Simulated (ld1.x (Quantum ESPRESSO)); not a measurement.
## Which change was made? (Sb, TM semilocal)

antimony (Sb), norm-conserving Troullier–Martins (semilocal form), made with ld1.x (Quantum ESPRESSO) 7.5 (LDA (PZ), scalar-relativistic). Core [Kr], reference 4d10 5s2 5p3. Waves: 5s (bound): rc 1.55 bohr; 4d (bound): rc 0.95 bohr; 5p (bound): rc 2.15 bohr. Local part: the p channel. Core correction: a·sin(br)/r model core inside 0.70 bohr.

Cutoffs, loose and tight: the cutoffs (Ry, on a coarse ladder) from which the occupation-weighted sum of valence levels, in a spherical-Bessel basis at the reference potential, stays within 10 and 1 mRy of its value at 400 Ry. They do not see the model core or the augmentation charge, which bear on the density cutoff. Test errors are all-electron minus pseudo excitation energies from the reference, over the configurations 4d10 5s2 5p2; 4d10 5s2 5p1; 4d10 5s2 5p0; 4d10 5s2 5p2.5; 4d9 5s2 5p3; 4d10 5s2 5p3.3; 4d9 5s2 5p4 (two spin-polarised tests are not counted in the largest error); variants that change the core or the reference have their own tests. The largest error is taken over the tests solved by every variant that gives reliable tests at all, those not shown here included: 4d10 5s2 5p0; 4d10 5s2 5p1; 4d10 5s2 5p2; 4d10 5s2 5p2.5; 4d10 5s2 5p3.3.

The base gives: outcome: generated; cutoff, loose: 120 Ry; cutoff, tight: 160 Ry; bound ghosts: none; largest test error (meV): -2.5.

Task: After one change the result is: outcome: generated; cutoff, loose: 160 Ry; cutoff, tight: over 300 Ry; bound ghosts: s; largest test error (meV): -6.1. Which change was it?
A. wave 5s (bound): rc 1.55 bohr becomes 5s (bound): rc 0.98 bohr
B. wave 5s (bound): rc 1.55 bohr becomes 5s (bound): rc 1.20 bohr
C. wave 5s (bound): rc 1.55 bohr becomes 5s (bound): rc 1.50 bohr

Result: B. The others give: wave 5s (bound): rc 1.55 bohr becomes 5s (bound): rc 1.50 bohr → outcome: generated; cutoff, loose: 120 Ry; cutoff, tight: 160 Ry; bound ghosts: none; largest test error (meV): -0.8 | wave 5s (bound): rc 1.55 bohr becomes 5s (bound): rc 0.98 bohr → outcome: failed: run_pseudo: Errors in PS-KS equation.
